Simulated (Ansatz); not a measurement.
Reaction (alkene loss): `CC(C)[NH][In]([Cl])[Cl]` → `[NH2][In]([Cl])[Cl]` + propene

Computed with Ansatz on PBE0-D4/def2-TZVP structures; ΔE is electronic, products minus reactants. CCSD(T)/CBS is the MP2 limit (def2-TZVPP, def2-QZVPP) plus CCSD(T) − MP2 in def2-TZVPP, frozen cores. Functionals use def2-TZVPP. B3LYP here is the variant with VWN-RPA as its local correlation; programs differ in this. def2 core potentials past Kr. For In outer-core shells are correlated without core-valence functions, which leaves a few kJ/mol of doubt a bond. Each species was taken in one conformer, which may not be the lowest.

`CC(C)[NH][In]([Cl])[Cl]`:

Z-matrix (Å, degrees):
```
C
C 1 1.522
H 1 1.093 2 111.1
H 1 1.093 2 111.5 3 120.6
H 1 1.096 2 110.1 3 -119.7
C 2 1.516 1 111.4 3 179.1
N 2 1.457 1 113.3 3 54.3
H 2 1.099 1 108.0 3 -62.8
H 6 1.096 2 111.0 1 -61.5
H 6 1.092 2 110.8 1 57.6
H 6 1.092 2 110.8 1 178.1
In 7 2.004 2 124.4 1 70.6
H 7 1.012 2 112.1 1 -68.2
Cl 12 2.311 7 127.7 2 24.0
Cl 12 2.317 7 117.1 2 -163.2
```

`[NH2][In]([Cl])[Cl]`:

Z-matrix (Å, degrees):
```
N
In 1 2.000
H 1 1.010 2 115.7
H 1 1.010 2 115.7 3 -130.4
Cl 2 2.308 1 121.4 3 158.6
Cl 2 2.308 1 121.4 3 -28.1
```

`C=CC`:

Cartesian coordinates in Å:
```
C -0.690 -1.089 -0.507
C -0.466 0.184 -0.212
C 0.747 0.702 0.481
H 0.026 -1.864 -0.250
H -1.595 -1.404 -1.013
H -1.214 0.924 -0.489
H 1.271 1.435 -0.141
H 0.479 1.216 1.409
H 1.443 -0.103 0.723
```

(1) Is it downhill or uphill in electronic energy at CCSD(T)/CBS, and by how much? (Best estimate.)

(2) What do these levels give: ωB97M-V, B3LYP, r2SCANh, HF/def2-TZVPP, MP2/def2-TZVPP, SCS-MP2/def2-TZVPP? (An estimate is asked.)

(3) What do rigid-rotor, harmonic-oscillator terms from PBE0-D4/def2-TZVP frequencies (298.15 K, 1 bar) make of the CCSD(T)/CBS value? (Estimate.)

Largest T1 diagnostic among the species: 0.013.

Answers

(1) Ansatz gave: Uphill: ΔE = +80.2 kJ/mol.

(2) Computed: ωB97M-V 78.6, B3LYP 45.7, r2SCANh 79.3, HF/def2-TZVPP 37.3, MP2/def2-TZVPP 89.3, SCS-MP2/def2-TZVPP 76.8 kJ/mol.

(3) Computed: ΔZPE = -13.6 kJ/mol, ΔH = +69.2 kJ/mol, ΔS = 170 J/(mol·K), ΔG = +18.6 kJ/mol. Modes under 50 cm⁻¹ make the entropy rough.

From r2SCAN to r2SCAN0 (25 % exact exchange), in def2-TZVPP and without D4, ΔE moves by +4.9 kJ/mol. Leaving LDA and LC-ωPBE aside and taking each functional with its dispersion term where it has one, the values, not all of them listed here, spread over 28.3 kJ/mol, from BLYP-D4 to PBE-QIDH. LDA lies +53.1 kJ/mol from PBE without D4.
